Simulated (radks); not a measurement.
The numbers below are computed, except where a source is named.
Effect of the nuclear size on neutral aluminium, [Ne] 3s2 3p1. Code: a radial shooting solver on a logarithmic mesh with Libxc functionals. Model: Dirac Kohn-Sham, PBE, spin-unpolarised, spherical densities, finite nucleus; open shells fill j = l - 1/2 first; Fermi nuclear charge, rms radius 3.061 fm. The rms radius is varied about that value; shifts are against it.

[
 {"rms radius (fm)": "2.7182", "total energy shift (eV)": "-0.000787", "density at nucleus (e/bohr^3)": "1505", "1s1/2 shift (meV)": "-0.327"},
 {"rms radius (fm)": "2.9447", "total energy shift (eV)": "-0.000277", "density at nucleus (e/bohr^3)": "1503", "1s1/2 shift (meV)": "-0.115"},
 {"rms radius (fm)": "3.061", "total energy shift (eV)": "0", "density at nucleus (e/bohr^3)": "1503", "1s1/2 shift (meV)": "0.000"},
 {"rms radius (fm)": "3.1743", "total energy shift (eV)": "0.000280", "density at nucleus (e/bohr^3)": "1502", "1s1/2 shift (meV)": "0.116"},
 {"rms radius (fm)": "3.4222", "total energy shift (eV)": "0.000928", "density at nucleus (e/bohr^3)": "1501", "1s1/2 shift (meV)": "0.385"}
]

Slopes of the eigenvalues against <r^2> in GHz/fm^2, as finite differences over the two radii next to the reference (eigenvalue slopes, not the field-shift constants of lines): 1s1/2 39.8.
